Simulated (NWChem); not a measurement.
System: BeSiNH₅; SMILES [NH2][Be][SiH3]

```xyz
8

Be    -0.0087    -0.7731     0.0069
N      0.0004    -2.2811     0.0006
H     -0.8285    -2.8828    -0.0003
H      0.8351    -2.8746    -0.0003
Si    -0.0100     1.3967     0.0055
H     -0.9481     1.9815    -1.0252
H      1.3577     1.9583    -0.3127
H     -0.4108     1.9993     1.3315
```
Atoms are numbered in this order, from 1.

Program: NWChem. Geometry: optimised at PBE-D3(BJ)/def2-SVP. Level: PBE0/Sadlej pVTZ; rows give the wavelength of the field.

For field 589 nm:

```
Item                              Result
--------------------------------  ------
isotropic polarisability (bohr³)    63.9
anisotropy (bohr³)                  21.4
```

Question: How do the values read with field 1065 nm instead?

Answer: isotropic polarisability (bohr³): 61.6
anisotropy (bohr³): 20.0
